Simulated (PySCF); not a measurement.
How good is the calculation?

Molfile (atoms numbered from 1):
```
C4H10O2S
     RDKit          3D

 17 16  0  0  0  0  0  0  0  0999 V2000
   -2.2686    0.4265    0.1297 C   0  0  0  0  0  0  0  0  0  0  0  0
   -1.4113   -0.6606   -0.5062 C   0  0  0  0  0  0  0  0  0  0  0  0
   -0.0101   -0.1603   -0.8065 C   0  0  0  0  0  0  0  0  0  0  0  0
    0.9180   -0.0096    0.7582 S   0  0  0  0  0  6  0  0  0  0  0  0
    2.6396    0.2099    0.2093 C   0  0  0  0  0  0  0  0  0  0  0  0
    0.8265   -1.2565    1.4664 O   0  0  0  0  0  0  0  0  0  0  0  0
    0.5246    1.1838    1.4568 O   0  0  0  0  0  0  0  0  0  0  0  0
   -3.2370    0.0255    0.4170 H   0  0  0  0  0  0  0  0  0  0  0  0
   -1.7765    0.8210    1.0138 H   0  0  0  0  0  0  0  0  0  0  0  0
   -2.4285    1.2449   -0.5698 H   0  0  0  0  0  0  0  0  0  0  0  0
   -1.8809   -1.0150   -1.4281 H   0  0  0  0  0  0  0  0  0  0  0  0
   -1.3212   -1.5073    0.1775 H   0  0  0  0  0  0  0  0  0  0  0  0
    0.5515   -0.8700   -1.4076 H   0  0  0  0  0  0  0  0  0  0  0  0
   -0.0115    0.8217   -1.2703 H   0  0  0  0  0  0  0  0  0  0  0  0
    2.6815    1.0831   -0.4281 H   0  0  0  0  0  0  0  0  0  0  0  0
    2.9493   -0.6843   -0.3146 H   0  0  0  0  0  0  0  0  0  0  0  0
    3.2475    0.3592    1.0926 H   0  0  0  0  0  0  0  0  0  0  0  0
  1  2  1  0
  2  3  1  0
  3  4  1  0
  4  5  1  0
  4  6  2  0
  4  7  2  0
  1  8  1  0
  1  9  1  0
  1 10  1  0
  2 11  1  0
  2 12  1  0
  3 13  1  0
  3 14  1  0
  5 15  1  0
  5 16  1  0
  5 17  1  0
M  END
```

Method: GFN2-xTB geometry, shielding tensors at PBE0/pcSseg-1 (GIAO), in PySCF 2.14.0 with density-fitted response routines (non-relativistic, one conformer, no solvent model, rapidly exchanging positions averaged).

Reference values: measured (solution, not stated per compound (mostly CDCl3 or CCl4); Pretsch, Buehlmann, Badertscher, Structure Determination of Organic Compounds, 4th ed. (2009)).
```csv
atoms,quantity,reference,computed,"computed, scaled"
C3,δ ¹³C,56.3,62.1,58.3
C2,δ ¹³C,16.3,18.1,15.5
C1,δ ¹³C,13.0,15.7,13.1
```

Computed shifts are σ(ref) − σ with the named reference compound (TMS for H and C) calculated as an isolated molecule at the same level. The measured values may be among those fitted. Scaled to experiment by linear calibration (H and C: mostly CDCl3 data, vs TMS): ¹³C: δ = 179.97 − 0.974σ (rms 2.1 ppm, 958 shifts, 2.3 ppm with the 13 outliers that the fit left out). Occasional misses reach two or three times the rms, and more in compound classes unlike the fitted ones.

How far are the unscaled ¹³C shifts from the references?

Results:

Mean signed difference +3.43 ppm, mean absolute 3.43 ppm over 3 comparisons; the largest is +5.8 ppm at C3 (sp3 CH2 bonded to S).
